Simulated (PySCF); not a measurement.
Where the electron goes

Compound: C2H5ClOSi2.
Numbering: `[CH2:1]=[C:2]1[SiH2:3][O:4][Si@H:5]1[Cl:6]` (hydrogens: H7, H8 on C1; H9, H10 on Si3; H11 on Si5)

Computed, not measured: TDDFT wB97X-D/def2-SVPD, vertical, gas phase, core orbitals frozen in the response in PySCF 2.14.0, density-fitted response routines. Geometry: GFN2-xTB; no solvent, vibrations or thermal averaging.

Frontier orbitals with the atoms that hold most of them (Löwdin shares over 4%, at most four atoms; ? is withheld):

| orbital | ε (eV) | atoms |
| --- | --- | --- |
| HOMO-3 | -11.28 | O4 52%, C2 17%, Cl6 8%, Si3 7% |
| HOMO-2 | -10.80 | O4 49%, Si3 14%, Cl6 10%, H10 10% |
| HOMO-1 | -10.26 | C2 39%, C1 36%, Si3 6% |
| HOMO | -9.70 | ? |
| LUMO | ? | ? |
| LUMO+1 | 1.08 | Si3 26%, Si5 15%, C2 13%, O4 8% |
| LUMO+2 | 2.13 | Si3 29%, Si5 19%, C1 13%, Cl6 8% |

Problem. Give the leading atoms of the HOMO.

Solution. C2 (bonded to C and 2 Si) 33%; Si3 (bonded to C, O and 2 H) 13%; Si5 (bonded to C, Cl, O and H) 12%; C1 (bonded to C and 2 H) 11%. By element: carbon 45%, silicon 26%.

Problem. Give the leading atoms of the LUMO.

Solution. C1 (bonded to C and 2 H) 34%; C2 (bonded to C and 2 Si) 29%; Si5 (bonded to C, Cl, O and H) 9%; Si3 (bonded to C, O and 2 H) 8%. By element: carbon 63%, silicon 16%.

Problem. What is the LUMO energy, and the HOMO–LUMO gap?

Solution. ε(LUMO) = 0.54 eV; the gap is 10.25 eV (0.3766 hartree).

Problem. How does S1 compare with the orbital gap of 10.25 eV?

Solution. S1 is at 5.12 eV (f = 0.0002), 5.13 eV below the gap, made of HOMO→LUMO (96%). 

Problem. Give energy, strength and leading configuration of S1, S2, S3 and S4, and follow the Löwdin shares of the leading atoms from the occupied to the empty orbital.

Solution. 
- S1 (5.12 eV, f 0.0002), HOMO→LUMO (96%): C2 33% → 29%, Si3 13% → 8%, C1 11% → 34%
- S2 (6.32 eV, f 0.076), HOMO→LUMO+1 (96%): C2 33% → 13%, Si3 13% → 26%, Si5 12% → 15%
- S3 (6.77 eV, f 0.013), HOMO-1→LUMO+1 (87%): C2 39% → 13%, C1 36% → at most 9%, Si3 6% → 26%, Si5 at most 4% → 15%
- S4 (6.88 eV, f 0.400), HOMO-1→LUMO (93%): C2 39% → 29%, C1 36% → 34%

Löwdin shares depend on the basis, the more so with diffuse functions.
